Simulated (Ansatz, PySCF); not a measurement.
CH4BClOSe. Atoms are numbered in the order given.

```xyz
9

B     -0.2200     0.6078     0.0000
Cl     0.7397     2.0978     0.0000
O     -1.5551     0.7262     0.0000
C     -2.4506    -0.3714     0.0000
H     -2.3087    -0.9972     0.8972
H     -3.4746     0.0258     0.0000
H     -2.3087    -0.9972    -0.8972
Se     0.6398    -1.1672     0.0000
H      2.0090    -0.6284     0.0000
```

Coordinates come from a B3LYP-D3(BJ)/def2-SVP optimisation. This is a generated structure with no PubChem entry under its InChIKey; it may be hypothetical. Other conformers were not sampled.

Vertical ionisation energy (IE) and electron affinity (EA) in eV. Rows of orbital energies are one-electron estimates. Where ΔSCF, EOM or ADC give a negative EA the extra electron is unbound and the value depends on the basis.

| level | IE | EA |
|---|---|---|
| −ε(HOMO), −ε(LUMO), M06-2X/def2-TZVP (PySCF) | 8.59 | -0.63 |
| −ε(HOMO), −ε(LUMO), PBE/def2-TZVP (PySCF) | 6.29 | 1.13 |
| ΔSCF, PBE0/def2-SVPD (Ansatz), final states of multiplicity 2 and 2 | 9.67 | -0.88 |
| ΔSCF, PBE/def2-SVPD (Ansatz), final states of multiplicity 2 and 2 | ___ | ___ |

Question: What belongs in the gaps? (An estimate is asked for; the answer gives what the named calculation found.)

Answer: 
- ΔSCF, PBE/def2-SVPD (Ansatz, an electronic-structure program), final states of multiplicity 2 and 2, IE: 9.51
- ΔSCF, PBE/def2-SVPD (Ansatz), final states of multiplicity 2 and 2, EA: -0.72

Question: What vertical singlet–triplet gap does ΔSCF give with PBE0/def2-SVPD (Ansatz) and with PBE/def2-SVPD (Ansatz)? (An estimate is asked for; the answer gives what the named calculation found.)

Answer: 5.30 and 5.11 eV (triplet above singlet where positive).
